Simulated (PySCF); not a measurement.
## Computed data sheet: `F[Si@@H]1C([SiH3])=C[Si@@H]1[SiH3]`

C₂H₉FSi₄.
Z-matrix (Å and degrees, GFN2-xTB geometry), rows numbered from 1:
```
F 
Si  1  1.6298
C   2  1.9138  1  110.73
Si  3  1.8780  2  130.75  1    68.78
C   3  1.3471  2  103.28  1  -111.15
Si  5  1.9111  3  106.77  2     0.43
Si  6  2.3170  2  126.45  1    -5.94
H   2  1.4596  1   99.66  3   123.29
H   4  1.4675  3  108.27  2    56.22
H   4  1.4652  3  109.02  2   -63.60
H   4  1.4665  3  110.20  2   175.91
H   5  1.0824  3  123.23  2   179.35
H   6  1.4835  2  112.98  1  -148.69
H   7  1.4674  6  113.42  2   166.65
H   7  1.4638  6  112.49  2    45.33
H   7  1.4665  6  110.01  2   -74.35
```

Some functional groups and rings: C=C double bond, Si–H bond and C–Si bond.

From GFN2-xTB geometry:

```
Point group of the GFN2-xTB geometry                  : C1
Rotational constants A, B, C of the GFN2-xTB geometry : 1.868, 0.667, 0.563 GHz
```

**CAM-B3LYP/def2-SVPD ground state and vertical TDDFT (core frozen in the response) (PySCF)**

```
Dipole moment                                                     : 1.85 D
HOMO energy                                                       : -8.74 eV
LUMO energy                                                       : -0.22 eV
HOMO–LUMO gap                                                     : 8.52 eV
Lowest singlet excitation                                         : 4.80 eV (258 nm, f = 0.000)
Strongest line among the 8 lowest singlet transitions             : S7 at 6.62 eV (187 nm, f = 0.283)
Lowest triplet excitation (Tamm–Dancoff)                          : 4.15 eV
Static isotropic polarisability                                   : 135.4 au
Electronic spatial extent ⟨r²⟩ about the centre of nuclear charge : 2085 bohr²
```

PBE0/pcSseg-1 ground state and GIAO shieldings, non-relativistic (PySCF):

```
Lowest Hirshfeld atomic charge                              : -0.22 e on F1
Highest Hirshfeld atomic charge                             : +0.35 e on Si2
13C chemical shifts (computed TMS as zero) by class         : 192.8 (C3), 187.2 (C5) ppm
1H chemical shifts (computed TMS as zero) by class          : 8.67 (H12), 6.23 (H8), 5.42 (H13), 4.26 (H9/H10/H11), 3.66 (H14/H15/H16) ppm
Isotropic shieldings of nuclei other than C and H, by class : 369 (F1), 324 (Si2), 383 (Si6), 426 (Si4), 465 (Si7) ppm
Mayer bond orders between heavy atoms                       : F1–Si2 0.92, Si2–C3 0.84, C3–Si4 0.86, C3–C5 1.82, C5–Si6 0.86, Si6–Si7 0.89, Si6–Si2 0.86
```

Monoisotopic mass (most abundant isotopes): 163.9765 u.

S1 lies 3.72 eV below the HOMO–LUMO gap; its leading configuration is HOMO→LUMO, weight 0.81. A dipole of 1.85 D is allowed in C1, and pure rotational transitions are dipole-allowed. The polarisability is 20.06 Å³ as a volume (1 au = 0.148185 Å³), or 1.57 au for each of the 86 electrons. The rotational constants make it an asymmetric top with κ = (2B − A − C)/(A − C) = -0.84, nearer the prolate limit (−1). No computed singlet falls in the visible range (750 to 380 nm, 1.65 to 3.26 eV); S1 lies 1.54 eV above its blue end.

Isolated species at its GFN2-xTB geometry, gas phase. NMR classes are plain means over equivalent atoms (diastereotopic ones count apart unless rotation or inversion swaps them), as if these changed places fast; in this geometry the members of some classes differ.

For the TDDFT job (CAM-B3LYP/def2-SVPD), hardware: an AMD EPYC 9R45 with one thread, no GPU, shared host with 96 logical CPUs at a one-minute load of 35. Cost: 35 s of wall time (with the writing of density and orbital grids), 1.1 GiB resident at most.
